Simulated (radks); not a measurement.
Task: Species: the dysprosium ion Dy42+. Configuration: [Ar] 3d6. All-electron calculation, scalar-relativistic Kohn-Sham, r2SCAN, spin-polarised, spherical densities, finite nucleus; open shells are filled with parallel spins first (spin-orbit coupling, left out, can overturn this in heavy ions); meta-GGA in the generalised Kohn-Sham scheme; Fermi nuclear charge, rms radius 5.2218 fm. Program: a radial shooting solver on a logarithmic mesh with Libxc functionals. Some entries of the table are withheld. Estimate them.

| orbital | occ. | eigenvalue (hartree) | r(max) (bohr) |
|---|---|---|---|
| 1s up | 1 | -2056.831 | 0.01338 |
| 1s down | 1 | -2056.830 | 0.01338 |
| 2s up | 1 | -410.2969 | 0.07587 |
| 2s down | 1 | -409.4542 | 0.07581 |
| 2p up | 3 | -373.3458 | 0.06156 |
| 2p down | 3 | -372.7020 | 0.06149 |
| 3s up | 1 | -146.3240 | 0.2099 |
| 3s down | 1 | -145.4947 | 0.2103 |
| 3p up | 3 | -134.9272 | 0.2050 |
| 3p down | 3 | -134.0505 | 0.2054 |
| 3d up | 5 | (1) | 0.1653 |
| 3d down | 1 | (2) | 0.1658 |

Result: 
(1) 3d up eigenvalue (hartree): -121.6499
(2) 3d down eigenvalue (hartree): -120.5072
